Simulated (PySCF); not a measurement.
# Nonlinear optical response: `InChI=1S/C5H6N2SSi/c8-3-5-6-1-4(9)2-7-5/h1-3H,9H3`

Cartesian coordinates in Å; atom numbers follow the order of the lines, from 1:
```xyz
15

Si   -3.0044   -0.2349    0.1731
C    -1.1342   -0.0685    0.0403
C    -0.2649   -0.3871    1.0975
N     1.0520   -0.2964    1.0082
C     1.5487    0.1235   -0.1574
C     3.0115    0.2410   -0.3271
S     4.1328   -0.0974    0.7831
N     0.8280    0.4656   -1.2320
C    -0.4909    0.3686   -1.1257
H    -3.6475    0.7927   -0.6969
H    -3.4381   -1.5922   -0.2756
H    -3.4086   -0.0399    1.5959
H    -0.6602   -0.7276    2.0634
H     3.2780    0.5980   -1.3334
H    -1.0686    0.6578   -2.0128
```

Computed with PySCF, quadratic response CAM-B3LYP/aug-cc-pVDZ first hyperpolarisability, Taylor convention, gas phase. Geometry: PBE0-D3(BJ)/def2-SVP.

What is the first hyperpolarisability, and how does it disperse?

In au, Taylor convention; the vector part is βᵢ = ⅓ Σⱼ (βᵢⱼⱼ + βⱼᵢⱼ + βⱼⱼᵢ); β∥ is 3/5 of the vector part along the dipole, the dipole points from − to +:
```csv
process,λ (nm),β vector norm,β∥,β HRS,depolarisation ratio
"static β(0;0,0)",∞,622.1,370.5,258.1,4.96
"second harmonic β(−2ω;ω,ω)",1907,717.9,427.5,297.4,4.97
"Pockels β(−ω;ω,0)",1907,652.1,388.3,–,–
"Pockels β(−ω;ω,0)",1064,725.4,431.9,–,–
```

Second harmonics within 0.3 eV of the first excitation or beyond it are left out.

Which lowest excitations, dipole and polarisabilities go with it?

S1 1.86 eV (f = 0.000); S2 3.59 eV (f = 0.000); S3 4.42 eV (f = 0.004); dipole 4.00 D; isotropic α 128.8 au static, 129.6 au at 1907 nm, 131.3 au at 1064 nm, 132.0 au at 953.5 nm.
